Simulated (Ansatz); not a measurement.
Basis sets compared for SiH2Me(NMeEt) (C4H13NSi). The state is a singlet with charge 0. Geometry r2SCAN-D4/def2-SVP. Ansatz on 4 threads of Intel Xeon on a shared host; times are rough, and most runs start from earlier orbitals.

```xyz
19

Si    0.431   -0.571   -1.287
H     1.724    0.132   -1.615
H     0.750   -2.025   -1.136
C    -0.739   -0.282   -2.725
H    -0.317   -0.728   -3.641
H    -0.892    0.790   -2.929
H    -1.722   -0.743   -2.540
N    -0.305   -0.086    0.217
C    -1.016    1.170    0.339
C     0.129   -0.665    1.480
C     1.267    0.078    2.180
H    -1.849    1.073    1.061
H    -0.385    2.018    0.679
H    -1.457    1.461   -0.628
H    -0.746   -0.720    2.160
H     0.436   -1.709    1.293
H     1.538   -0.421    3.125
H     2.166    0.112    1.543
H     0.987    1.116    2.423
```

LC-ωPBE has ω = 0.4 bohr⁻¹.

Binding counts from free atoms (Si triplet, H doublet, C triplet, N quartet) in the same basis, without a counterpoise term.

```tsv
level	functions	energy (Eh)	HOMO (eV)	LUMO (eV)	binding per atom (eV)	wall time
HF/6-31G	84	-502.2748	-9.14	4.82	2.68	3.4 s
HF/def2-TZVP	270	-502.5286	-9.43	3.59	2.88	13 s
PBE-D4/def2-SVP	153	-503.8199	-4.76	0.71	3.93	9.1 s
PBE-D4/def2-TZVP	270	-504.1610	-4.91	0.20	3.91	11 s
PBE0-D4/def2-SVP	153	-503.8928	-6.10	1.58	3.89	11 s
PBE0-D4/def2-TZVP	270	-504.2264	-6.20	0.99	3.86	14 s
LC-ωPBE/def2-TZVP	270	-504.3854	-8.88	3.06	3.84	18 s
```

Task: Estimate the rows for PBE-D4/def2-TZVPD, PBE0-D4/def2-TZVPD, LC-ωPBE/def2-TZVPD.

Result: 
| level | functions | energy (Eh) | HOMO (eV) | LUMO (eV) | binding per atom (eV) | wall time |
| --- | --- | --- | --- | --- | --- | --- |
| PBE-D4/def2-TZVPD | 345 | -504.1623 | -4.94 | -0.39 | 3.91 | 19 s |
| PBE0-D4/def2-TZVPD | 345 | -504.2274 | -6.22 | 0.23 | 3.87 | 22 s |
| LC-ωPBE/def2-TZVPD | 345 | -504.3866 | -8.89 | 1.67 | 3.84 | 32 s |
